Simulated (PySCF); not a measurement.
Compound: C3H7ClO2Si.
SMILES: `ClC[SiH]1OCCO1`

The closed-shell SCF was solved with PySCF and density fitting under several settings on one GFN2-xTB geometry (grid level 2 and gas phase unless stated).

| settings | basis functions | SCF cycles | E (Eh) | HOMO (eV) | LUMO (eV) | dipole (D) |
| --- | --- | --- | --- | --- | --- | --- |
| PBE0/pcSseg-1 | 168 | 12 | -1018.0977 | -8.03 | 0.50 | 2.93 |
| PBE0/def2-SVPD | 213 | 12 | -1017.7496 | -8.07 | 0.11 | 2.65 |
| CAM-B3LYP/6-31G, grid level 4, damping 0.2 at the start, DIIS from the seventh cycle | 85 | 13 | -1018.4161 | -9.31 | 1.75 | 2.98 |
| PBE0/cc-pVDZ, fitting basis def2-universal-jkfit | 141 | 10 | -1018.1626 | -7.85 | 0.76 | 2.59 |
| WP04/pcseg-1, grid level 3, level shift 0.2 Eh | 141 | 11 | -1031.9541 | -9.19 | -1.60 | 2.89 |
| wB97X/Sadlej pVTZ, level shift 0.2 Eh | 247 | 12 | -1018.7365 | -10.41 | 1.07 | 2.65 |

Q: Estimate the rows for these settings: (1) BLYP/Sadlej pVTZ, fitting basis def2-qzvpp-jkfit, start guess sap; (2) HCTH407/pcSseg-1, grid level 1; (3) B97-D/pcSseg-1, IEF-PCM acetone, start guess sap.

A: 
```csv
settings,basis functions,SCF cycles,E (Eh),HOMO (eV),LUMO (eV),dipole (D)
"BLYP/Sadlej pVTZ, fitting basis def2-qzvpp-jkfit, start guess sap",247,20,-1018.7006,-6.45,-0.87,2.50
"HCTH407/pcSseg-1, grid level 1",168,12,-1018.7129,-6.70,-0.63,2.67
"B97-D/pcSseg-1, IEF-PCM acetone, start guess sap",168,18,-1018.5094,-6.40,-0.36,3.55
```

Q: Over all rows, what range does the HOMO–LUMO gap span?

A: From 5.58 eV (BLYP/Sadlej pVTZ, fitting basis def2-qzvpp-jkfit, start guess sap) to 11.48 eV (wB97X/Sadlej pVTZ, level shift 0.2 Eh). The functional of the narrowest has no exact exchange, that of the widest range-separated exact exchange.

Q: Compare two rows with the functional PBE0: PBE0/cc-pVDZ, fitting basis def2-universal-jkfit and PBE0/pcSseg-1. Which energy is lower, and by how much?

A: PBE0/cc-pVDZ, fitting basis def2-universal-jkfit (141 functions) lies 0.0649 Eh or 41 kcal/mol below PBE0/pcSseg-1 (168 functions). The smaller set gives the lower energy; the two sets aren't nested, so the variational bound doesn't order them by size.

B97-D ran without the empirical dispersion term, which would shift the total energy alone. Cycle counts include a coarse-grid stage where the run had one. WP04 was designed for NMR shieldings or shifts; total energies of different functionals aren't comparable. The species at its GFN2-xTB geometry (one conformer only).
